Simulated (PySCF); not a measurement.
## Which determinant of PbH lies lowest?

Unrestricted PBE0; H def2-TZVPP, Pb def2-TZVPP with ECP60; scalar-relativistic core potentials (PySCF 2.14). Outer shells of the fragments: H 1s1; Pb 5d10 6s2 6p2.

Followed along the bond (rough minima from three points):

```
2Ms+1   unpaired  ⟨S²⟩ at the start  R at minimum (Å)  Te (eV)
    2        π ↑               0.75              1.85     0.00
    4  σ ↑, π ↑↑               3.76  none in the scan   ≤ 2.17
```

Solutions found at the starting distance of 1.715 Å, counted from the lowest of them; the search is not exhaustive and high or unbound solutions are not listed, so other states can lie among these:

```tsv
2Ms+1	unpaired	term	E (eV)	⟨S²⟩	⟨Lz²⟩	μ (D)
2	π ↑	²Π	0.00	0.75	1.00	0.60
4	σ ↑, π ↑↑	⁴Σ⁻	2.21	3.76	0.00	-0.32
2	σ ↓, π ↑↑	mixed	2.64	1.77	0.00	-0.38
2	σ ↑, π ↑↓	mixed	2.71	1.76	2.02	-0.36
2	σ ↑	mixed	3.47	0.76	2.01	-0.38
4	σ ↑↑, π ↑	⁴Π	5.71	3.75	1.00	-1.80
2	π ↑	²Π	8.26	0.77	1.01	-0.82
```

A term symbol is given only where ⟨S²⟩ and ⟨Lz²⟩ are close to those of a pure state; real π, δ and φ orbitals otherwise mix terms. A positive dipole means H(−)Pb(+).

These are scalar-relativistic numbers at best; spin–orbit coupling would shift them, the dissociation energy most. Counting both spins, an empty level lies below a filled one in some of these solutions, because spin and occupation are held.
